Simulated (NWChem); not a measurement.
All runs are NWChem calculations. System: I, charge 0, spin multiplicity 2. Its SCF solution wasn't tested for a lower state. Level: G0W0@UPBE/def2-TZVPD with def2 effective core potentials on I, RI basis def2-tzvpd-rifit, no spin-orbit coupling.

Job file:

```
start mol
memory heap 200 mb stack 700 mb global 1700 mb
geometry units angstroms nocenter noautoz
  I      0.000000     0.000000     0.000000
  symmetry group D2h
end
basis spherical
  * library def2-tzvpd
end
ecp
  I library def2-ecp
end
basis "ri basis" bse spherical
  * library def2-tzvpd-rifit
end
dft
  xc xpbe96 cpbe96
  odft
  mult 2
  iterations 100
  direct
  tolerances tight
end
task dft energy
gw
  states alpha occ 4 vir 2
  states beta occ 4 vir 2
end
task dft gw
```

Part of the output:

```
             Northwest Computational Chemistry Package (NWChem) 7.3.0
             --------------------------------------------------------

                                NWChem Input Module
                                -------------------

 Scaling coordinates for geometry "geometry" by  1.889725989
 (inverse scale =  0.529177249)

                             Geometry "geometry" -> ""
                             -------------------------

 Output coordinates in angstroms (scale by  1.889725989 to convert to a.u.)

  No.       Tag          Charge          X              Y              Z
 ---- ---------------- ---------- -------------- -------------- --------------
    1 I                   53.0000     0.00000000     0.00000000     0.00000000

 Effective nuclear repulsion energy (a.u.)       0.0000000000

            Nuclear Dipole moment (a.u.)
            ----------------------------
        X                 Y               Z
 ---------------- ---------------- ----------------
     0.0000000000     0.0000000000     0.0000000000

      Symmetry information
      --------------------

 Group name             D2h
 Group number             26
 Group order               8
 No. of unique centers     1

      Symmetry unique atoms

     1


 Summary of "ao basis" -> "" (spherical)
 ------------------------------------------------------------------------------
       Tag                 Description            Shells   Functions and Types
 ---------------- ------------------------------  ------  ---------------------
 *                         def2-tzvpd                 on all atoms

 Summary of "ri basis" -> "" (spherical)
 ------------------------------------------------------------------------------
       Tag                 Description            Shells   Functions and Types
 ---------------- ------------------------------  ------  ---------------------
 *                      def2-tzvpd-rifit              on all atoms

  pbe96 is a nonlocal functional; adding pw91lda local functional.

                                 NWChem DFT Module
                                 -----------------

 Summary of "ao basis" -> "ao basis" (spherical)
 ------------------------------------------------------------------------------
       Tag                 Description            Shells   Functions and Types
 ---------------- ------------------------------  ------  ---------------------
 I                         def2-tzvpd               19       59   7s6p4d2f

 Summary of "ao basis" -> "ao basis" (spherical)
 ------------------------------------------------------------------------------
       Tag                 Description            Shells   Functions and Types
 ---------------- ------------------------------  ------  ---------------------
 I                         def2-tzvpd               19       59   7s6p4d2f

      Symmetry analysis of basis
      --------------------------

        ag         15
        au          2
        b1g         4
        b1u        10
        b2g         4
        b2u        10
        b3g         4
        b3u        10

            General Information
            -------------------
          SCF calculation type: DFT
          Wavefunction type:  spin polarized.
          No. of atoms     :     1
          No. of electrons :    25
           Alpha electrons :    13
            Beta electrons :    12
          Charge           :     0
          Spin multiplicity:     2
          Use of symmetry is: on ; symmetry adaption is: on
          Maximum number of iterations: 100
          This is a Direct SCF calculation.
          AO basis - number of functions:    59
                     number of shells:    19
          Convergence on energy requested:  1.00D-06
          Convergence on density requested:  1.00D-05
          Convergence on gradient requested:  5.00D-04

              XC Information
              --------------
          PerdewBurkeErnzerhof Exchange Functional  1.000
            Perdew 1991 LDA Correlation Functional  1.000 local
           PerdewBurkeErnz. Correlation Functional  1.000 non-local

             Grid Information
             ----------------
          Grid used for XC integration:  medium
          Radial quadrature: Mura-Knowles
          Angular quadrature: Lebedev.
          Tag              B.-S. Rad. Rad. Pts. Rad. Cut. Ang. Pts.
          ---              ---------- --------- --------- ---------
          I                   1.40      123          11.0       590
          Grid pruning is: on
          Number of quadrature shells:   123
          Spatial weights used:  Erf1

          Convergence Information
          -----------------------
          Convergence aids based upon iterative change in
          total energy or number of iterations.
          Levelshifting, if invoked, occurs when the
          HOMO/LUMO gap drops below (HL_TOL):  1.00D-02
          DIIS, if invoked, will attempt to extrapolate
          using up to (NFOCK): 10 stored Fock matrices.

                    Damping( 0%)  Levelshifting(0.5)       DIIS
                  --------------- ------------------- ---------------
          dE  on:    start            ASAP                start
          dE off:    2 iters        100 iters           100 iters

      Screening Tolerance Information
      -------------------------------
          Density screening/tol_rho:  1.00D-10
          AO Gaussian exp screening on grid/accAOfunc:  14
          CD Gaussian exp screening on grid/accCDfunc:  20
          XC Gaussian exp screening on grid/accXCfunc:  20
          Schwarz screening/accCoul:  1.00D-08
[...]
    10     -0.060526  1 I  pz

 Vector   12  Occ=1.000000D+00  E=-2.580844D-01  Symmetry=b2u
              MO Center= -8.5D-16, -5.4D-15, -5.8D-16, r^2= 2.0D+00
   Bfn.  Coefficient  Atom+Function         Bfn.  Coefficient  Atom+Function
  ----- ------------  ---------------      ----- ------------  ---------------
    18      0.561527  1 I  py                12     -0.466813  1 I  py
    15      0.377389  1 I  py                21      0.259050  1 I  py
     9     -0.059319  1 I  py

 Vector   13  Occ=1.000000D+00  E=-2.580835D-01  Symmetry=b3u
              MO Center= -1.1D-14, -6.8D-17, -3.2D-17, r^2= 2.0D+00
   Bfn.  Coefficient  Atom+Function         Bfn.  Coefficient  Atom+Function
  ----- ------------  ---------------      ----- ------------  ---------------
    17      0.561365  1 I  px                11     -0.466737  1 I  px
    14      0.377326  1 I  px                20      0.259104  1 I  px
     8     -0.059310  1 I  px

 Vector   14  Occ=0.000000D+00  E=-1.670169D-03  Symmetry=ag
              MO Center=  5.0D-14,  2.2D-14, -2.5D-14, r^2= 7.9D+00
   Bfn.  Coefficient  Atom+Function         Bfn.  Coefficient  Atom+Function
  ----- ------------  ---------------      ----- ------------  ---------------
     7      1.648379  1 I  s                  6     -1.046485  1 I  s
     3      0.249303  1 I  s                  5     -0.246286  1 I  s
     2     -0.208380  1 I  s                  4      0.106981  1 I  s
     1      0.098883  1 I  s                 43      0.087815  1 I  d  0

 Vector   15  Occ=0.000000D+00  E= 1.833398D-02  Symmetry=b1u
              MO Center= -3.2D-14,  3.1D-15,  7.1D-14, r^2= 1.8D+01
   Bfn.  Coefficient  Atom+Function         Bfn.  Coefficient  Atom+Function
  ----- ------------  ---------------      ----- ------------  ---------------
    25      1.098785  1 I  pz                19     -0.174953  1 I  pz
    22     -0.158284  1 I  pz                13      0.133025  1 I  pz
    16     -0.132694  1 I  pz

 Vector   16  Occ=0.000000D+00  E= 2.318290D-02  Symmetry=b3u
              MO Center= -4.3D-14, -8.8D-14,  4.7D-14, r^2= 1.8D+01
   Bfn.  Coefficient  Atom+Function         Bfn.  Coefficient  Atom+Function
  ----- ------------  ---------------      ----- ------------  ---------------
    23      1.125798  1 I  px                20     -0.225612  1 I  px
    17     -0.147374  1 I  px                14     -0.133923  1 I  px
    11      0.132161  1 I  px

                     DFT Final Beta Molecular Orbital Analysis
                     -----------------------------------------

 Vector   10  Occ=1.000000D+00  E=-6.276168D-01  Symmetry=ag
              MO Center= -8.0D-17, -4.2D-16, -1.1D-16, r^2= 1.2D+00
   Bfn.  Coefficient  Atom+Function         Bfn.  Coefficient  Atom+Function
  ----- ------------  ---------------      ----- ------------  ---------------
     5      0.861450  1 I  s                  3     -0.620581  1 I  s
     2      0.576472  1 I  s                  6      0.437307  1 I  s
     4     -0.409491  1 I  s                  1     -0.273707  1 I  s

 Vector   11  Occ=1.000000D+00  E=-2.467085D-01  Symmetry=b2u
              MO Center=  1.1D-17,  5.5D-16,  1.5D-17, r^2= 2.0D+00
   Bfn.  Coefficient  Atom+Function         Bfn.  Coefficient  Atom+Function
  ----- ------------  ---------------      ----- ------------  ---------------
    18      0.549919  1 I  py                12     -0.465450  1 I  py
    15      0.379216  1 I  py                21      0.270601  1 I  py
     9     -0.059102  1 I  py

 Vector   12  Occ=1.000000D+00  E=-2.467073D-01  Symmetry=b3u
              MO Center=  5.1D-17, -1.3D-16, -9.1D-17, r^2= 2.0D+00
   Bfn.  Coefficient  Atom+Function         Bfn.  Coefficient  Atom+Function
  ----- ------------  ---------------      ----- ------------  ---------------
    17      0.549906  1 I  px                11     -0.465441  1 I  px
    14      0.379207  1 I  px                20      0.270593  1 I  px
     8     -0.059101  1 I  px

 Vector   13  Occ=0.000000D+00  E=-2.420611D-01  Symmetry=b1u
              MO Center=  2.6D-15,  3.5D-15, -2.9D-14, r^2= 2.0D+00
   Bfn.  Coefficient  Atom+Function         Bfn.  Coefficient  Atom+Function
  ----- ------------  ---------------      ----- ------------  ---------------
    19      0.537092  1 I  pz                13     -0.470027  1 I  pz
    16      0.391396  1 I  pz                22      0.275806  1 I  pz
    10     -0.059634  1 I  pz

 Vector   14  Occ=0.000000D+00  E= 7.021173D-03  Symmetry=ag
              MO Center= -1.3D-14,  5.1D-16,  2.3D-14, r^2= 8.0D+00
   Bfn.  Coefficient  Atom+Function         Bfn.  Coefficient  Atom+Function
  ----- ------------  ---------------      ----- ------------  ---------------
     7      1.670968  1 I  s                  6     -1.089154  1 I  s
     3      0.251927  1 I  s                  5     -0.213756  1 I  s
     2     -0.207556  1 I  s                  1      0.098556  1 I  s
     4      0.094388  1 I  s                 43     -0.033143  1 I  d  0

 Vector   15  Occ=0.000000D+00  E= 2.456504D-02  Symmetry=b3u
              MO Center=  1.3D-14,  1.4D-17,  3.4D-18, r^2= 1.8D+01
   Bfn.  Coefficient  Atom+Function         Bfn.  Coefficient  Atom+Function
  ----- ------------  ---------------      ----- ------------  ---------------
    23      1.133382  1 I  px                20     -0.245484  1 I  px
    17     -0.138184  1 I  px                14     -0.135701  1 I  px
    11      0.132526  1 I  px

   alpha - beta orbital overlaps
   -----------------------------

   alpha      1      2      3      4      5      6      7      8      9     10
    beta      1      2      3      4      5      6      7      8      9     10
 overlap   1.000  1.000  1.000  1.000  1.000  1.000  1.000  1.000  1.000  0.999

   alpha     11     12     13     14     15     16     17     18     19     20
    beta     13     11     12     14     17     15     16     22     20     21
 overlap   0.999  1.000  1.000  0.990  0.999  1.000  1.000  0.988  0.999  0.999

   alpha     21     22     23     24     25     26     27     28     29     30
    beta     18     19     25     24     23     30     28     29     26     27
 overlap   1.000  1.000  0.999  1.000  1.000  0.995  0.999  0.999  1.000  1.000

   alpha     31     32     33     34     35     36     37     38     39     40
    beta     31     38     36     37     33     32     34     35     39     40
 overlap   0.997  0.999  1.000  1.000  1.000  1.000  1.000  1.000  1.000  1.000

   alpha     41     42     43     44     45     46     47     48     49     50
    beta     41     46     42     43     45     44     47     48     49     51
 overlap   1.000  1.000  1.000  1.000  1.000  1.000  1.000  1.000  1.000  1.000

   alpha     51     52     53     54     55     56     57     58     59
    beta     50     52     53     54     55     56     57     58     59
 overlap   1.000  1.000  1.000  1.000  1.000  1.000  1.000  1.000  1.000

     --------------------------
     Expectation value of S2:
     --------------------------
      <S2> =      0.7523 (Exact =     0.7500)

 Task  times  cpu:        9.2s     wall:        9.2s

                                NWChem Input Module
                                -------------------

                                 NWChem GW Module
                                 ----------------

                             ***********************
                             ***        GW       ***
                             ***********************

 Summary of "ri basis" -> "ri basis" (spherical)
 ------------------------------------------------------------------------------
       Tag                 Description            Shells   Functions and Types
 ---------------- ------------------------------  ------  ---------------------
 I                      def2-tzvpd-rifit            42      200   10s9p9d7f4g3h

                 Memory Information
                 ------------------
          Available GA per process is          1699.9 MBs
          Available stack per process is        700.0 MBs
          Available heap per process is           0.1 MBs

          Peak memory in Initialization
              Peak GA per process is                  2.9 MBs
              Peak stack per process is               0.0 MBs
              Peak heap per process is                3.1 MBs
              Memory not in MA per process            0.0 MBs

          Peak memory in AFF Calculation
              Peak GA per process is                 14.6 MBs
              Peak stack per process is              10.3 MBs
              Peak heap per process is                0.0 MBs
              Memory not in MA per process           10.3 MBs

          Computing 2-center integrals
          Computing Inverse Cholesky factor
          Computing 3-center integrals
          Computing V_xc ...

          Computing Sigma_x
          Computing RPA polarizability
          Solving quasiparticle equations

                  Alpha Orbitals
          State     Energy (eV)     Error (eV)
          -----------------------------------
@GW        10        -19.534           0.005
@GW        11        -11.438           0.002
@GW        12        -10.338           0.003
@GW        13        -10.338           0.003
@GW        14          1.869           0.005
@GW        15          1.450           0.002

                   Beta Orbitals
          State     Energy (eV)     Error (eV)
          -----------------------------------
@GW         9        -55.033           0.004
@GW        10        -20.171           0.003
@GW        11         -9.914           0.002
@GW        12         -9.914           0.002
@GW        13         -3.190           0.003
@GW        14          2.003           0.002

   Applying  -3.3149 eV scissor-shift to rest of particle states

   Applying   1.9149 eV scissor-shift to rest of hole states

   Applying  -3.2008 eV scissor-shift to rest of particle states

   Applying   3.3969 eV scissor-shift to rest of hole states

     GW Timing Statistics
   ------------------------
   Init.   :          0.2s
     ERIs  :          0.3s
     Distr.:          0.0s
     Vxc   :          0.0s
   Sigma_x :          0.0s
   RPA     :          0.3s
   Wmn     :          0.0s
   Sigma_c :          0.0s
   GW total:          0.9s

 Task  times  cpu:        0.9s     wall:        0.9s

 Total times  cpu:       10.2s     wall:       10.2s
```
